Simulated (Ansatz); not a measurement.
Species: COs, net charge 0, triplet state. The spin state was set by rule; other spins were not relaxed. 
Geometry from a B3LYP-D3(BJ)/def2-TZVP (Ansatz, a quantum-chemistry and plane-wave program) optimisation:
SMILES: [C][Os]
```xyz
2

Os     0.0000     0.0000    -0.1217
C      0.0000     0.0000     1.5411
```
Charge 0, spin multiplicity 3.

Basis-set convergence of Hartree-Fock and CCSD(T) correlation energies (hartree) with Ansatz. Correlated levels leave the core frozen unless marked. Open shells are spin-unrestricted. Spin-orbit coupling is left out. The frozen core is the preceding noble-gas configuration, with the filled d and f shells of earlier blocks. In def2 rows, elements after Kr have scalar-relativistic effective core potentials.

The UHF reference is spin-contaminated (<S^2> 0.88 over the pure value in the largest basis). The T1 diagnostic of CCSD in the largest basis is 0.100, which is high, so the coupled-cluster rows are less sure than usual.

```json
[
 {"basis": "def2-SVP", "functions": "46", "E(HF)": "-127.54610", "E(corr, CCSD(T))": "-0.35142"},
 {"basis": "def2-TZVPP", "functions": "87", "E(HF)": "-127.60751", "E(corr, CCSD(T))": "-0.42673"},
 {"basis": "def2-QZVPP", "functions": "145", "E(HF)": "-127.61036", "E(corr, CCSD(T))": "-0.44687"}
]
```

Extrapolating the two largest sets (X = 3 and 4) as X^-3: E(corr) = (64·(-0.44687) - 27·(-0.42673))/37 = -0.4616 Eh, an estimate of the basis-set limit. The largest set recovers 96.8 % of it, the smallest 76.1 %.
